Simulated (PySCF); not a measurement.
# Electron correlation in K (potassium, neutral)

[Ar] 4p1, 2P determinant (an excited configuration). Calculation: PySCF 2.14, in x2c-TZVPPall; the spin-free X2C one-electron Hamiltonian (Gaussian nucleus). Frozen: [Ne]; 9 electrons correlated.

| level | correlation energy (mhartree) |
| --- | --- |
| CCSD | -167.70 |
| (T) | -1.93 |
| CCSD(T) | -169.63 |
| CCSDT | -169.78 |

Diagnostics: T1 = 0.0035, D1 = 0.0118, largest double amplitude 0.024.

Problem. Is a single reference adequate?

Solution. Yes: T1 lies below 0.03 and no double amplitude reaches 0.07.

The basis was made for the ground configuration and has no added diffuse functions, which can raise the energy of the promoted electron.

This basis was not built for core-valence correlation, so the inner-shell part is incomplete.
